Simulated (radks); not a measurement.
Species: the silicon ion Si+. Configuration: [Ne] 3s2 3p1.

All-electron calculation, scalar-relativistic Kohn-Sham, LB94 model potential, spin-polarised, spherical densities, finite nucleus; open shells are filled with parallel spins first; Fermi nuclear charge, rms radius 3.1224 fm. Program: a radial shooting solver on a logarithmic mesh with Libxc functionals.

Energy parts (hartree):
part                  energy
kinetic            292.54025
electron-nucleus  -690.14604
Hartree            128.60210
(The LB94 potential has no energy functional, so no total or exchange-correlation energy is given.)

Orbitals (lengths in bohr, moments of r in powers of bohr; <r^-3> diverges for s and p1/2; r(max) is where P^2 peaks; r(90%) holds 90 % of the orbital's charge):
orbital,occ.,eigenvalue (hartree),<r^-3>,<1/r>,r(90%),r(max)
1s up,1,-67.51623,-,13.67,0.198,0.07265
1s down,1,-67.51805,-,13.67,0.198,0.07265
2s up,1,-5.90945,-,2.570,0.892,0.4557
2s down,1,-5.90727,-,2.567,0.894,0.4559
2p up,3,-4.31341,50.04,2.484,0.893,0.3857
2p down,3,-4.31103,49.90,2.480,0.896,0.3859
3s up,1,-0.86590,-,0.6793,3.08,1.703
3s down,1,-0.86810,-,0.6900,3.05,1.681
3p up,1,-0.59265,3.491,0.5591,3.73,2.000
3p down,0,-0.59055,3.670,0.5679,3.71,1.968

The highest occupied level is 3p up at -16.127 eV. The density falls to 0.001 e/bohr^3 at r = 3.91 bohr. Spin moment in Bohr magnetons: 1. The spin density at the nucleus is -0.0993 e/bohr^3 (1s -0.0227, 2s 0.1821, 3s -0.2587).
